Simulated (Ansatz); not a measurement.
System: CH3GeO, charge 0, doublet. CH3GeO (SMILES [GeH2][CH]=O, doublet).
B3LYP-D3(BJ)/def2-TZVP minimum from Ansatz (a program for electronic structure):
```
C
O 1 1.2025
H 1 1.1116 2 121.04
Ge 1 2.0031 3 115.93 2 -178.08
H 4 1.5439 1 111.45 3 -159.59
H 4 1.5487 5 111.43 1 -124.74
```
Charge 0, spin multiplicity 2.

Total energies in hartree (Ansatz). Open shells are spin-unrestricted; no spin-orbit coupling. Correlated methods leave the cores frozen (noble-gas shells, and filled d and f shells in the p block). No relativity. For partners of very few electrons the exact lower level stands in for a higher one. The UHF reference of CH3GeO (O=[CH][GeH2], doublet) is spin-contaminated (<S^2> up to 0.07 over the pure value in the sets run).

```tsv
species	HF/cc-pVTZ	CCSD(T)/cc-pVTZ	HF/cc-pVQZ	CCSD(T)/cc-pVQZ	CCSD(T)/cc-pVDZ	CCSDT(Q)/cc-pVDZ
1: CH3GeO (SMILES O=[CH][GeH2], doublet)	-2189.86325	-2190.39548	-2189.87567	-2190.44004	-2190.18949	-2190.19220
2: O (triplet)	-74.81176	-74.97396	-74.81729	-74.99357	-74.90995	-74.91013
3: C (triplet)	-37.69157	-37.78076	-37.69331	-37.78654	-37.76038	-37.76071
4: Ge (triplet)	-2075.36107	-2075.42794	-2075.36359	-2075.43284	-2075.34866	-2075.34895
5: H (doublet)	-0.49981	-0.49981	-0.49995	-0.49995	-0.49928	-0.49928
```

**Question.** Work out the atomisation energy (electronic, to ground-state atoms) in kcal/mol: take Hartree-Fock from cc-pVQZ, extrapolate the CCSD(T) correlation energy as X^-3 (X = 3, 4), and add CCSDT(Q) - CCSD(T) in cc-pVDZ. 1 hartree = 627.51 kcal/mol.

**Answer.** 
Species 1: correlation (64·(-0.56437) - 27·(-0.53223))/37 = -0.58782; step -0.00271; E1 = -2189.87567 + (-0.58782) + (-0.00271) = -2190.46620
Species 2: correlation (64·(-0.17628) - 27·(-0.16220))/37 = -0.18655; step -0.00018; E2 = -74.81729 + (-0.18655) + (-0.00018) = -75.00402
Species 3: correlation (64·(-0.09323) - 27·(-0.08919))/37 = -0.09618; step -0.00033; E3 = -37.69331 + (-0.09618) + (-0.00033) = -37.78982
Species 4: correlation (64·(-0.06925) - 27·(-0.06687))/37 = -0.07099; step -0.00029; E4 = -2075.36359 + (-0.07099) + (-0.00029) = -2075.43487
Species 5: correlation (64·(0.00000) - 27·(0.00000))/37 = 0.00000; step +0.00000; E5 = -0.49995 + (0.00000) + (+0.00000) = -0.49995
-1·E1 +1·E2 +1·E3 +1·E4 +3·E5 = 0.73764 hartree = 462.9 kcal/mol.
